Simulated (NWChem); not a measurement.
System meant: CH₉NSi₂; SMILES C[SiH2][SiH2]N

NWChem input:

```
start job
memory heap 200 mb stack 900 mb global 1100 mb
geometry units angstroms noautosym nocenter noautoz
  Si    -0.520590     1.123865     0.264486
  C      1.016472     2.087262    -0.305170
  Si    -0.438300    -1.168871    -0.304262
  N      0.856458    -2.121468     0.391560
  H     -0.655774     1.263339     1.747832
  H     -1.741574     1.745656    -0.335437
  H      1.930656     1.667920     0.130049
  H      1.118733     2.057660    -1.395734
  H      0.952735     3.138002    -0.001430
  H     -0.292776    -1.292396    -1.784186
  H     -1.724581    -1.805220     0.102948
  H      0.885431    -2.224946     1.400286
  H      1.795123    -1.972690     0.037331
end
basis spherical
  * library def2-svp
end
dft
  xc m06-2x
  iterations 150
end
property
  shielding
end
task dft property
```

End of the output:

```
 Vector   28  Occ=0.000000D+00  E= 1.037051D-01
              MO Center= -4.2D-01,  2.9D-01,  1.1D-01, r^2= 5.7D+00
   Bfn.  Coefficient  Atom+Function         Bfn.  Coefficient  Atom+Function
  ----- ------------  ---------------      ----- ------------  ---------------
    12      1.342411   1 Si py               36      1.210379   3 Si s
    44      0.989360   3 Si py                4     -0.734358   1 Si s
    21     -0.503693   2 C  s                45      0.504713   3 Si pz
    96     -0.443884  11 H  s                35      0.408698   3 Si s
    76      0.364935   7 H  s                11     -0.357589   1 Si px

 center of mass
 --------------
 x =  -0.00727374 y =  -0.06895548 z =   0.01264451

 moments of inertia (a.u.)
 ------------------
         865.882485960593          -2.187838776475          -2.253502067684
          -2.187838776475         251.212202916431          11.107052481654
          -2.253502067684          11.107052481654         987.275840322097

     Multipole analysis of the density
     ---------------------------------

     L   x y z        total         alpha         beta         nuclear
     -   - - -        -----         -----         ----         -------
     0   0 0 0     -0.000000    -25.000000    -25.000000     50.000000

     1   1 0 0      0.624422     -0.573646     -0.573646      1.771714
     1   0 1 0      0.160549      0.438815      0.438815     -0.717081
     1   0 0 1      0.201776     -0.139764     -0.139764      0.481304

     2   2 0 0    -30.851508    -76.551300    -76.551300    122.251093
     2   1 1 0     -0.578217     -3.174857     -3.174857      5.771497
     2   1 0 1      0.536386     -0.095406     -0.095406      0.727199
     2   0 2 0    -34.813635   -249.048054   -249.048054    463.282474
     2   0 1 1     -1.922566      3.685182      3.685182     -9.292930
     2   0 0 2    -31.374155    -41.034380    -41.034380     50.694605

          -----------------------------------------
          Chemical Shielding Tensors (GIAO, in ppm)
          -----------------------------------------

 ------------------------------------------------------------------------
  xm06: d2 not coded                    0
 ------------------------------------------------------------------------
 ------------------------------------------------------------------------
  current input line :
    28: task dft property
 ------------------------------------------------------------------------
 ------------------------------------------------------------------------
 This error has not yet been assigned to a category
 ------------------------------------------------------------------------
 For more information see the NWChem manual at https://nwchemgit.github.io

0: xm06: d2 not coded:Received an Error in Communication
```

Q: What is wrong, and how is it mended?

A: The run crashed. Cause: this functional's second derivatives, which shieldings need, aren't coded here; the fix takes a hybrid GGA instead. This input runs:
```
start job
memory heap 200 mb stack 900 mb global 1100 mb
geometry units angstroms noautosym nocenter noautoz
  Si    -0.520590     1.123865     0.264486
  C      1.016472     2.087262    -0.305170
  Si    -0.438300    -1.168871    -0.304262
  N      0.856458    -2.121468     0.391560
  H     -0.655774     1.263339     1.747832
  H     -1.741574     1.745656    -0.335437
  H      1.930656     1.667920     0.130049
  H      1.118733     2.057660    -1.395734
  H      0.952735     3.138002    -0.001430
  H     -0.292776    -1.292396    -1.784186
  H     -1.724581    -1.805220     0.102948
  H      0.885431    -2.224946     1.400286
  H      1.795123    -1.972690     0.037331
end
basis spherical
  * library def2-svp
end
dft
  xc pbe0
  iterations 150
end
property
  shielding
end
task dft property
```
It converges to -676.66137 Ha (PBE0/def2-SVP, GIAO).
